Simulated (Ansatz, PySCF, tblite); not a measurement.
Dissociation curve of SMILES [F][Y]([F])[F]. The Y1–F4 bond (Y1 also carries F, F; F4 carries nothing else) is pulled apart rigidly from the PBE0/def2-TZVP, def2 effective core potentials past Kr optimised geometry.

Methods: GFN2-xTB, 300 K electronic temperature (tblite); UKS-B3LYP/LANL2DZ = unrestricted B3LYP/LANL2DZ, with its core potentials past Ne in PySCF; UKS-CAM-B3LYP = unrestricted CAM-B3LYP/def2-TZVP, def2 effective core potentials past Kr in Ansatz (a program for electronic structure); RKS-B3LYP/LANL2DZ = restricted B3LYP/LANL2DZ, with its core potentials past Ne (PySCF); RKS-CAM-B3LYP = restricted CAM-B3LYP/def2-TZVP, def2 effective core potentials past Kr (Ansatz).

Energies are in kcal/mol, each relative to the lowest point of its own curve near equilibrium.

```csv
R / Å,GFN2-xTB,UKS-B3LYP/LANL2DZ,UKS-CAM-B3LYP,RKS-B3LYP/LANL2DZ,RKS-CAM-B3LYP
1.66,5.8,58.0,46.8,58.0,46.8
1.78,0.6,21.2,16.2,21.2,16.2
1.86,0.0,8.3,5.9,8.3,5.9
1.95,0.8,1.4,0.7,1.4,0.7
2.00,1.6,0.1,0.0,0.1,0.0
2.04,2.4,0.0,0.3,0.0,0.3
2.12,4.4,1.8,2.5,1.8,2.5
2.28,9.4,10.6,11.6,10.6,11.6
2.39,13.7,18.6,19.6,18.6,19.6
2.66,26.1,40.0,41.0,40.0,41.0
2.93,40.2,60.1,61.5,60.1,61.5
3.25,57.0,80.8,82.7,80.8,82.7
3.67,75.8,102.2,105.2,102.3,105.2
4.20,91.6,116.6,124.9,121.1,126.3
4.84,—,125.5,137.2,135.0,143.7
5.72,—,131.5,145.3,145.7,158.4
```

At the longest distance, 5.72 Å, RKS-CAM-B3LYP lies highest above its minimum (158.4 kcal/mol) and UKS-B3LYP/LANL2DZ lowest (131.5 kcal/mol).

A dash means that the run gave no value there, or that the column was ended at a point which the program doubted or which failed a test of continuity chosen for this set; such a test can also cut sound points.

The unrestricted determinant behind UKS-B3LYP/LANL2DZ is spin-contaminated at 3.67 to 5.72 Å (<S²> up to 0.7, against 0.00 for a pure singlet). The unrestricted determinant behind UKS-CAM-B3LYP is spin-contaminated at 4.20 to 5.72 Å (<S²> up to 0.7, against 0.00 for a pure singlet). The restricted form behind RKS-B3LYP/LANL2DZ, RKS-CAM-B3LYP keeps the bonding electrons paired and can't separate into open-shell fragments.
